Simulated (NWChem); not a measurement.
A series in which one site is exchanged, each optimised at PBE0/def2-SVP with NWChem, gas phase unless a solvent is named. Some are not confirmed as minima by frequencies. def2 effective core potentials on Zr, Sn, Hf; no spin-orbit coupling.

A: [Cl][SnH2][Cl] (SnH₂Cl₂; site = Sn)
B: [Cl][HfH2][Cl] (HfH2Cl2; site = Hf)
C: [Cl][ZrH2][Cl] (ZrH₂Cl₂; site = Zr)
D: [Cl][TiH2][Cl] (TiH2Cl2; site = Ti)

**Question.** Rank them by orbital gap (eV), PBE0/def2-SVP, lowest first.

**Answer.** D (6.02), C (6.10), B (6.38), A (7.42)
